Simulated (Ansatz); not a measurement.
Cost and result up the ladder for Si(eta1-allyl)H3 (C₃H₈Si) (12 atoms). Total charge 0; singlet. Geometry: PBE0-D4/def2-SVP.

Cartesian coordinates in Å:
```
Si -1.712 -0.146 0.446
C -0.277 0.101 -0.768
C 0.978 0.520 -0.077
C 2.047 -0.251 0.134
H -0.597 0.861 -1.502
H -0.132 -0.843 -1.319
H 0.991 1.547 0.311
H 2.089 -1.284 -0.228
H 2.920 0.123 0.673
H -1.929 1.100 1.246
H -1.408 -1.270 1.383
H -2.972 -0.460 -0.299
```

Ansatz on 4 threads of Intel Xeon on a shared host. Times are rough, and most runs start from the orbitals of an earlier one. ωB97X-V/def2-TZVP serves as the yardstick here, not as an exact answer. Differences are given only for rows in sets of like size (and for xTB, whose basis is part of the method), since another set adds its own error. Binding counts from free atoms at the same level (Si triplet, C triplet, H doublet; other spins of the atoms weren't run), without zero-point energy or a counterpoise term.

Correlated methods freeze 8 core orbitals.

Correlated methods converge slowly with the basis.

```tsv
level	functions	binding energy per atom (eV)	difference from ωB97X-V/def2-TZVP (eV)
HF/def2-TZVP	178	2.94	-0.93
ωB97X-V/def2-TZVP	178	3.87	0.00
revPBE-D4/def2-TZVP	178	3.83	-0.03
PBE0-D4/def2-TZVP	178	3.87	0.00
PBE-D4/def2-SVP	100	3.92	–
r2SCAN-D4/def2-TZVP	178	3.86	0.00
B97M-V/def2-TZVP	178	3.86	0.00
PBE0-D4/def2-SVP	100	3.89	–
PBE-D4/def2-TZVPD	226	3.90	0.04
PBE0-D4/def2-TZVPD	226	3.87	0.00
PBE-D4/def2-TZVP	178	3.90	0.04
CAM-B3LYP-D4/def2-TZVP	178	3.88	0.01
MP2/def2-TZVP	178	3.74	-0.12
r2SCAN-D4/def2-TZVPD	226	3.86	0.00
```

**Question.** Estimate how long each takes.

**Answer.** HF/def2-TZVP 2.1 s; PBE-D4/def2-SVP 2.1 s; PBE0-D4/def2-SVP 2.2 s; PBE-D4/def2-TZVP 2.6 s; revPBE-D4/def2-TZVP 2.6 s; PBE0-D4/def2-TZVP 3.7 s; MP2/def2-TZVP 3.9 s; r2SCAN-D4/def2-TZVP 3.9 s; PBE-D4/def2-TZVPD 4.5 s; CAM-B3LYP-D4/def2-TZVP 5 s; PBE0-D4/def2-TZVPD 6 s; r2SCAN-D4/def2-TZVPD 6.5 s; ωB97X-V/def2-TZVP 8.5 s; B97M-V/def2-TZVP 9 s. On shared hardware such times vary by a factor of up to 3.
